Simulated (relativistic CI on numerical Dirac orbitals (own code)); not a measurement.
**Tm³⁺: M4,5 absorption edge**

Computed with this model: Dirac-Coulomb-Breit CI, orbitals from a KLI potential per configuration, model QED, valence Slater integrals scaled by 0.7, multiplet model of core-to-valence dipole absorption; configurations [Xe] 4f12 → [Ar] 3d9 4s2 4p6 4d10 4f13 5s2 5p6; 300 K; Lorentzian 0.6 eV and Gaussian 0.4 eV FWHM. Energies are those of the free ion, without screening or charge transfer. The branching ratio is the share of the lower-energy edge in the whole absorption, uncertain by about 0.02 where the edges overlap. S is read from ⟨S²⟩ = S(S + 1).

free ion: ground-state S = 0.99, centroid 1466.04 eV, branching ratio 0.967. Peaks (eV, height): 1463.0 (31), 1464.7 (100), 1466.9 (13).

The statistical ratio of this edge is 3/5 = 0.600. Values above it arise where the holes sit mainly in the j = l + 1/2 valence subshell or the ground state has high spin; values below it where core-valence Coulomb terms move weight to the upper edge, as in nearly empty shells.

Strongest unbroadened transitions for free ion:

| Energy (eV) | Relative strength |
| --- | --- |
| 1462.94 | 27.7 |
| 1464.75 | 100.0 |
| 1466.94 | 10.9 |
| 1509.69 | 4.7 |
